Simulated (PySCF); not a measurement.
**Correlation energy of Kr⁺ (krypton, charge +1)**

[Ar] 3d10 4s2 4p5, 2P determinant. All numbers are calculated (PySCF 2.14, no relativity, point nucleus, in pcseg-2). Frozen: [Ar] 3d10; 7 electrons correlated.

MP2 pair energies summed by pair of shells (mhartree):

| pair | energy | share (%) |
| --- | --- | --- |
| 4p-4p | -85.24 | 62.4 |
| 4s-4p | -43.72 | 32.0 |
| 4s-4s | -7.62 | 5.6 |

Total MP2 correlation energy: -136.58 mhartree.

Same-spin part -31.17 and opposite-spin part -105.41 mhartree; SCS-MP2 scales them by 1/3 and 6/5 to -136.88 mhartree.

| level | correlation energy (mhartree) |
| --- | --- |
| CCSD | -156.88 |
| (T) | -4.04 |
| CCSD(T) | -160.92 |

Diagnostics: T1 = 0.0056, D1 = 0.0192, largest double amplitude 0.049.

Question: Is a single reference adequate?

Answer: Yes, within this model without spin-orbit coupling: T1 lies below 0.03 and no double amplitude reaches 0.07.
